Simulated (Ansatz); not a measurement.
Ansatz results at the PBE0-D4/def2-TZVP geometry: LUMO energy (PBE/def2-TZVPP) -0.84 eV; size of the dipole moment (ωB97M-V/def2-TZVPP) 1.79 D; HOMO energy (PBE/def2-TZVPP) -6.07 eV.

Each molecule was computed in one conformer, which needn't be the lowest.

Which molecule gave them?
A. `F[CH2][GeH2][SH]`
B. `[CH2]1[O][AlH][GeH2]1`
C. `BN([SiH3])[CH2][AlH2]`
D. `C[C@H]1B[C@@H]1F`

A. The others give `C[C@H]1B[C@@H]1F`: -2.71, 2.08, -6.08; `BN([SiH3])[CH2][AlH2]`: -1.76, 1.96, -6.49; `[CH2]1[O][AlH][GeH2]1`: -2.20, 1.09, -5.99.
